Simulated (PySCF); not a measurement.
Precursor series Zn OH-CH3. Gas-phase values, no solvent. One relaxed conformer stands for each flexible species; it need not be the lowest.

The charge on the central atom (Mulliken) from two functionals at the same geometries (PBE-D3(BJ)/def2-SVP), both in PySCF: PBE-D3(BJ)/def2-TZVP and B3LYP-D3(BJ)/def2-TZVP. B3LYP has the VWN-RPA correlation part, as in Gaussian. 

| species | B3LYP-D3(BJ)/def2-TZVP (e) |
|---|---|
| 0 of 2 OH replaced by CH3 ([Zn(OH)2]) | 0.62 |
| 1 of 2 OH replaced by CH3 ([Zn(OH)(CH3)]) | 0.48 |
| 2 of 2 OH replaced by CH3 | 0.39 |

Problem. What does PBE-D3(BJ)/def2-TZVP give for each?

Solution. 
- 0 of 2 OH replaced by CH3 ([Zn(OH)2]): 0.50
- 1 of 2 OH replaced by CH3 ([Zn(OH)(CH3)]): 0.38
- 2 of 2 OH replaced by CH3: 0.31
Over these rows, drawn at random from the members with no instability flagged (it was tested for open shells, ions and some series alone), PBE minus B3LYP-D3(BJ): mean -0.10 e, from -0.12 e to -0.08 e.
